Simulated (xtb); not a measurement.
Harmonic IR lines of one isomer of C10H7BS, unscaled. These are GFN2-xTB (xtb 6.7.1) values and carry that method's errors.

wavenumber (cm⁻¹): 583 (w), 665 (w), 758 (vw), 793 (w), 820 (vs), 832 (w), 853 (w), 1009 (m), 1223 (w), 1240 (s), 1301 (m), 1330 (w), 1397 (w), 1430 (w), 1499 (m), 1535 (vw), 1564 (s), 2639 (vs), 2683 (s), 3080 (w), 3091 (w), 3128 (w), 3156 (w)

Task: Name which structure gives these lines.
A. `Bc1c(C#C)ccc2ccsc12`
B. `Bc1c(C#C)ccc2sccc12`
C. `Bc1cc(C#C)cc2sccc12`
D. `Bc1cc2ccsc2cc1C#C`

Result: D, `Bc1cc2ccsc2cc1C#C`
